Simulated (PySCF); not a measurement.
Molecule: `OCCC#[N+][AlH3-]`, C3H8AlNO.

Atom-mapped SMILES (the numbers label the heavy atoms): `[OH:1][CH2:2][CH2:3][C:4]#[N+:5][AlH3-:6]`. Hydrogens are named by the atom that carries them.

Geometry PBE0-D3(BJ)/def2-SVP throughout; GIAO in PySCF 2.14, gas phase, one conformer, non-relativistic; equivalent atoms averaged; basis pcSseg-1.

(1) How do the absolute shieldings σ depend on the functional? (a selection of nuclei; ppm; last column core-seconds on 1 thread of an x86-64 server CPU, shared host; the GGAs took longer than the global hybrids here, which isn't the general rule, and the cause wasn't traced)

(2) Which nucleus among those listed moves most, in ppm?

## Answers

(1) 
```csv
functional,kind,O1,C4,C2,C3,N5,Al6,H(C2),H(Al6),H(C3),core-s
HF,Hartree–Fock,310.7,44.8,136.4,169.5,13.8,476.9,27.91,28.01,29.36,4.7
LDA,LDA,272.4,39.0,112.5,155.4,11.8,403.9,26.34,26.35,28.38,11
PBE,GGA,267.9,44.2,112.9,154.6,18.6,424.7,26.83,27.00,28.78,15
BLYP,GGA,263.5,40.4,107.0,149.6,14.4,424.1,27.01,27.31,28.98,15
BP86,GGA,269.0,44.1,112.4,154.1,18.8,424.8,26.89,27.09,28.84,15
OPBE,GGA,273.3,53.8,120.8,160.4,29.8,445.6,26.91,27.18,28.76,16
KT2,GGA,265.9,55.3,117.1,157.7,32.5,438.2,26.85,26.95,28.73,17
KT3,GGA,265.5,56.2,117.1,157.0,33.8,451.1,27.06,27.41,28.88,18
B97-D,GGA,268.9,47.3,112.9,154.1,25.9,445.3,27.08,27.48,28.98,17
B3LYP,global hybrid,277.5,41.1,114.2,154.2,13.1,432.5,27.21,27.44,29.02,12
PBE0,global hybrid,284.1,44.9,121.2,159.7,17.1,436.4,27.12,27.22,28.88,12
mPW1PW91,global hybrid,283.7,44.3,120.3,158.8,16.1,436.7,27.18,27.32,28.93,12
WP04,global hybrid,270.6,37.8,106.4,146.0,10.2,445.2,27.56,28.48,29.15,14
B97-2,global hybrid,282.0,47.3,120.5,159.1,22.1,446.4,27.23,27.49,28.98,14
BHandHLYP,global hybrid,292.7,41.9,123.2,160.1,12.0,446.9,27.46,27.66,29.10,13
CAM-B3LYP,range-separated hybrid,288.9,41.3,119.4,157.7,13.5,432.4,27.23,27.41,29.00,18
wB97X-D,range-separated hybrid,289.7,44.2,122.1,159.6,16.2,439.9,27.30,27.43,29.04,17
LC-wPBE,range-separated hybrid,301.2,44.7,128.0,164.1,19.5,438.1,27.32,27.46,29.02,26
```

(2) Al6 (aluminium bonded to N, 3 H): from 403.9 ppm with LDA to 476.9 ppm with HF. The smallest spread is 0.98 ppm, at H(C3). Proton shifts span only some 12 ppm, so a few tenths of a ppm matter as much there as several ppm in carbon.
